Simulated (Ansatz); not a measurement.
One change: `O=C=[N][Hf]([OH])([OH])[OH]` becomes `[OH][Hf]([OH])([OH])[F]`.

Ansatz, PBE0-D4/def2-TZVP geometries, multiplicity 1. Each molecule was computed in one conformer, which needn't be the lowest.

Elements past krypton have def2 core potentials.

```tsv
property	`O=C=[N][Hf]([OH])([OH])[OH]`
size of the dipole moment (B3LYP/def2-TZVPP) / D	4.57
zero-point energy (PBE0-D4/def2-TZVP) / kJ/mol	131.3
size of the dipole moment (ωB97M-V/def2-TZVPP) / D	4.58
LUMO energy (ωB97M-V/def2-TZVPP) / eV	0.90
HOMO–LUMO gap (PBE/def2-TZVPP) / eV	5.84
HOMO–LUMO gap (ωB97M-V/def2-TZVPP) / eV	11.34
```

(1) What does the change do to each property? (An estimate is asked.)

Results:

(1) The calculation gave: 
| property | `[OH][Hf]([OH])([OH])[F]` | shift |
| --- | --- | --- |
| size of the dipole moment (B3LYP/def2-TZVPP) / D | 3.06 | -1.51 |
| zero-point energy (PBE0-D4/def2-TZVP) / kJ/mol | 100.9 | -30.4 |
| size of the dipole moment (ωB97M-V/def2-TZVPP) / D | 3.05 | -1.53 |
| LUMO energy (ωB97M-V/def2-TZVPP) / eV | 0.97 | 0.07 |
| HOMO–LUMO gap (PBE/def2-TZVPP) / eV | 6.42 | 0.58 |
| HOMO–LUMO gap (ωB97M-V/def2-TZVPP) / eV | 12.41 | 1.07 |

With PBE0 the HOMO falls by 0.80 eV and the LUMO rises by 0.06 eV, so the gap widens by about 0.86 eV. PBE moves the HOMO by -0.52 eV and ωB97M-V by -1.00 eV. The zero-point energy changes by -30.4 kJ/mol with -6 modes. Dipoles are sizes alone; their direction can turn.

B3LYP here is the variant with VWN-RPA as its local correlation; programs differ in this.
